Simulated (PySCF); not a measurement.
Cost against size for one kind of job: B3LYP/pcJ-1 indirect spin-spin coupling, non-relativistic, gas phase (PySCF 2.14.0, density-fitted response routines). Hardware: one thread of an Arm Neoverse V1, shared host. The host was shared with other jobs, so the times are rough. Peak memory is the resident size of the whole Python process, interpreter and libraries included.

```tsv
species (SMILES)	atoms	electrons	basis functions	SCF cycles	wall time	peak memory
O=C1O[C@@H](F)[C@H]1CC(F)(F)F	15	86	337	15	?	?
F[C@H]1C=C(OC(F)(F)F)CO1	15	86	337	15	2.6 min	1.6 GiB
F/C=C/O/C=C(\F)OC(F)F	15	86	337	15	2.4 min	1.6 GiB
FC1=C(OC(F)F)OC[C@H]1F	15	86	337	15	2.3 min	1.6 GiB
O=C([C@@H]1OC[C@H]1F)C(F)(F)F	15	86	337	15	2.6 min	1.6 GiB
```

Problem. Estimate the withheld figures.

Solution. `O=C1O[C@@H](F)[C@H]1CC(F)(F)F`: 2.4 min, 1.6 GiB.
